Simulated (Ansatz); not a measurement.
Consider the formal exchange of groups at a Ga–Ge bond: `O=[CH][Ga]([F])[GeH3]` + CH₃NH₂ → `O=[CH][GaH][F]` + `N[CH2][GeH3]`.

Program: Ansatz. Geometries: PBE0-D4/def2-TZVP. ΔE: electronic, gas phase. CBS: MP2 limit from def2 TZ/QZ plus the TZ coupled-cluster correction, frozen cores. DFT in def2-TZVPP. For Ga, Ge outer-core shells are correlated without core-valence functions, which leaves a few kJ/mol of doubt a bond. Scalar relativity is left out up to krypton. Each species was taken in one conformer, which may not be the lowest.

```tsv
level	ΔE (kcal/mol)
BLYP-D4	17.7
r2SCANh-D4	17.1
BHLYP-D4	17.4
ωB97X-V	15.5
B2PLYP	16.8
BHLYP	17.2
SCS-MP2/def2-TZVPP	15.0
CCSD(T)/def2-TZVPP	15.8
```

Question: What does CCSD(T)/CBS give? (An estimate is asked.)

Answer: Computed: +16.1 kcal/mol. The listed levels differ from it by 1.6, 1.0, 1.3, -0.6, 0.7, 1.1, -1.1, -0.3 kcal/mol.

Largest T1 diagnostic among the species: 0.016.

From BLYP to BHLYP (50 % exact exchange), in def2-TZVPP and without D4, ΔE moves by −1.2 kcal/mol. Leaving LDA and LC-ωPBE aside and taking each functional with its dispersion term where it has one, the values, not all of them listed here, spread over 2.9 kcal/mol, from B97M-V to PBE-D4. LDA lies −1.8 kcal/mol from PBE without D4.

CCSD(T)/CBS has its own doubt, a few kJ/mol and more with outer-core shells, so smaller differences from it don't rank the levels.
